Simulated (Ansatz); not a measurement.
Cartesian coordinates in Å:
```
F -1.1834 -0.5391 -2.1086
C -1.7461 0.0779 -1.0202
C -0.7578 1.0628 -0.4331
F -1.3429 1.6128 0.6597
F -0.5248 2.0654 -1.3167
C 0.5921 0.4872 -0.0685
O 0.3613 -0.5789 0.8401
C 1.4555 -1.2128 1.2862
F 1.0677 -2.1714 2.1059
F 2.2828 -0.3944 1.9469
F 2.1664 -1.7611 0.2939
H -2.0005 -0.6733 -0.2705
H -2.6393 0.6236 -1.3335
H 1.0788 0.1260 -0.9764
H 1.1902 1.2752 0.3947
```

The species carries charge 0 and has multiplicity 1.

List the PBE0/def2-TZVPP orbital energies in eV (Ansatz 0.2.0). (An estimate is asked.)

Ansatz gave: Occupied: -675.50, -675.40, -675.40, -674.96, -674.94, -674.44, -524.82, -286.58, -283.40, -280.98, -280.83, -37.67, -35.87, -35.04, -34.86, -34.32, -34.15, -31.36, -23.29, -21.41, -19.87, -18.54, -17.66, -17.63, -17.38, -16.33, -15.96, -15.69, -14.60, -14.54, -14.12, -13.97, -13.52, -13.39, -13.01, -12.77, -12.73, -12.51, -12.22, -12.06, -11.95, -11.44, -10.61, -9.97, -9.90. Lowest empty: 1.24, 1.55, 1.92, 2.06, 2.45, 2.78, 3.57, 3.93.
